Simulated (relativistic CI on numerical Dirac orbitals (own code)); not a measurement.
Radial parameters of Nb16+

Method of calculation: Dirac-Coulomb-Breit CI, separate exchange-only KLI orbitals for each configuration, QED by a radiative potential, unscaled Slater integrals (own radial code, finite nucleus).

Slater integrals F^k, G^k are unscaled and averaged over j, outside the closed core [Ne]; ζ comes from projecting the Hamiltonian with its Breit term on Σ l·s of the shell.

- 3s²3p⁶3d⁷: F^2(3d,3d) = 252020, F^4(3d,3d) = 161190, ζ(3d) = 10105 cm⁻¹; <r>(3d) = 0.3962, <r^2>(3d) = 0.1853 (bohr units).
- 3s²3p⁵3d⁸: ζ(3p) = 91027, F^2(3d,3d) = 251300, F^4(3d,3d) = 160700, F^2(3p,3d) = 232610, G^1(3p,3d) = 266330, G^3(3p,3d) = 171640, ζ(3d) = 9926.3 cm⁻¹; <r>(3p) = 0.4242, <r^2>(3p) = 0.2082, <r>(3d) = 0.3972, <r^2>(3d) = 0.1862 (bohr units).
- 3s²3p⁴3d⁹: F^2(3p,3p) = 234780, ζ(3p) = 91012, F^2(3p,3d) = 232220, G^1(3p,3d) = 266180, G^3(3p,3d) = 171440, ζ(3d) = 9750 cm⁻¹; <r>(3p) = 0.4247, <r^2>(3p) = 0.2088, <r>(3d) = 0.3982, <r^2>(3d) = 0.1872 (bohr units).

Question: Give the Racah parameters of the d shell in 3s²3p⁶3d⁷.

Answer: B = F²/49 − 5F⁴/441 = 3316 cm⁻¹ and C = 35F⁴/441 = 12793 cm⁻¹.

Averages of the first 10 configurations, taken without configuration mixing, which lowers the lowest level and can move excited configurations by several eV; other configurations of the list can lie among them:

```json
{"Configuration": "3s²3p⁶3d⁷", "Parity": "even", "States": "120", "Average energy above the lowest level (eV)": "10.7"}
{"Configuration": "3s²3p⁵3d⁸", "Parity": "odd", "States": "270", "Average energy above the lowest level (eV)": "168.3"}
{"Configuration": "3s²3p⁴3d⁹", "Parity": "even", "States": "150", "Average energy above the lowest level (eV)": "329.2"}
{"Configuration": "3s3p⁶3d⁸", "Parity": "even", "States": "90", "Average energy above the lowest level (eV)": "269.8"}
{"Configuration": "3p⁶3d⁹", "Parity": "even", "States": "10", "Average energy above the lowest level (eV)": "533.4"}
{"Configuration": "3s²3p⁶3d⁶4s", "Parity": "even", "States": "420", "Average energy above the lowest level (eV)": "262.1"}
{"Configuration": "3s²3p⁶3d⁶4p", "Parity": "odd", "States": "1260", "Average energy above the lowest level (eV)": "295.2"}
{"Configuration": "3s3p⁵3d⁹", "Parity": "odd", "States": "120", "Average energy above the lowest level (eV)": "426.1"}
{"Configuration": "3s²3p⁶3d⁶4d", "Parity": "even", "States": "2100", "Average energy above the lowest level (eV)": "345.7"}
{"Configuration": "3s²3p⁶3d⁵4s²", "Parity": "even", "States": "252", "Average energy above the lowest level (eV)": "530.8"}
```
